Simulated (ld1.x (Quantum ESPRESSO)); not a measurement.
## Logarithmic derivatives: N (Z = 7), TM

- Element: N
- Generator: ld1.x (Quantum ESPRESSO) 7.5
- Type: norm-conserving Troullier–Martins (Kleinman–Bylander form)
- Functional: LDA (PZ)
- Relativity: scalar-relativistic
- Frozen core: [He]
- Valence charge: 5
- Reference configuration: 2s1 2p4
- Partial waves: 2s (bound): rc 1.00 bohr; 3d channel at 0.15 Ry: rc 2.25 bohr; 2p (bound): rc 2.40 bohr
- Local potential: the p channel
- Core correction: none

The phase is arctan(r·u′/u) with u = r·R(r), unwrapped; energies in Ry, scanned from -3 to 5 Ry. A pole is an energy at which the radial function vanishes at the test radius. The pseudo phase is shifted by a multiple of π to meet the all-electron one at the reference energy, and phase errors are pseudo minus all-electron; the curves can meet again beyond the range given. Levels narrower than the energy grid can be missing from the lists of poles.

| channel | radius (bohr) | reference energy (Ry) | poles, all-electron | poles, pseudo | unbroken range about the reference energy with phases within 0.05 rad | phase error 1 Ry above the reference energy (rad) |
| --- | --- | --- | --- | --- | --- | --- |
| s | 2.61 | -1.39 | -1.20, 4.16 | -1.19, 4.11 | below 0.2 | +0.019 |
| p | 2.61 | -0.56 | -0.30, 4.20 | -0.29 | below 0.4 | +0.048 |
| d | 2.61 | 0.15 | 3.14 | 2.90 | below 3.2 | -0.018 |

Phases in the s channel:

```json
{"E (Ry)": "-3.00", "all-electron": "1.315", "pseudo": "1.318"}
{"E (Ry)": "-2.52", "all-electron": "1.272", "pseudo": "1.277"}
{"E (Ry)": "-2.04", "all-electron": "1.176", "pseudo": "1.183"}
{"E (Ry)": "-1.56", "all-electron": "0.271", "pseudo": "0.292"}
{"E (Ry)": "-1.08", "all-electron": "-1.652", "pseudo": "-1.647"}
{"E (Ry)": "-0.60", "all-electron": "-1.806", "pseudo": "-1.793"}
{"E (Ry)": "-0.12", "all-electron": "-1.915", "pseudo": "-1.888"}
{"E (Ry)": "0.36", "all-electron": "-2.071", "pseudo": "-2.010"}
{"E (Ry)": "0.84", "all-electron": "-2.406", "pseudo": "-2.240"}
{"E (Ry)": "1.32", "all-electron": "-3.269", "pseudo": "-2.825"}
{"E (Ry)": "1.80", "all-electron": "-4.091", "pseudo": "-3.812"}
{"E (Ry)": "2.28", "all-electron": "-4.402", "pseudo": "-4.297"}
{"E (Ry)": "2.76", "all-electron": "-4.540", "pseudo": "-4.493"}
{"E (Ry)": "3.24", "all-electron": "-4.620", "pseudo": "-4.598"}
{"E (Ry)": "3.72", "all-electron": "-4.674", "pseudo": "-4.667"}
{"E (Ry)": "4.20", "all-electron": "-4.716", "pseudo": "-4.723"}
{"E (Ry)": "4.68", "all-electron": "-4.752", "pseudo": "-4.776"}
```
